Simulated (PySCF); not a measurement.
Sn(F)3(SiH3) (F3H3SiSn), SMILES [F][Sn]([F])([F])[SiH3]. Geometry: PBE-D3(BJ)/def2-SVP. The structure was generated by enumeration; whether it is a known compound was not checked. The def2 effective core potentials stand for the cores of Sn; spin–orbit coupling is left out.

Computed equilibrium geometry at PBE-D3(BJ)/def2-SVP (PySCF confirms it by a frequency run) as bond lengths and angles, and its point group:
point group C3v.
Atoms: F1 Sn2 F3 F4 Si5 H6 H7 H8. Bond lengths (Å): F1–Sn2 1.949, Sn2–F3 1.949, Sn2–F4 1.949, Sn2–Si5 2.587, Si5–H6 1.498, Si5–H7 1.498, Si5–H8 1.498. Bond angles (°): F1–Sn2–F3 103.7, F1–Sn2–F4 103.7, F1–Sn2–Si5 114.7, F3–Sn2–F4 103.7, F3–Sn2–Si5 114.7, F4–Sn2–Si5 114.7, Sn2–Si5–H6 106.7, Sn2–Si5–H7 106.7, Sn2–Si5–H8 106.7, H6–Si5–H7 112.1, H6–Si5–H8 112.1, H7–Si5–H8 112.1.
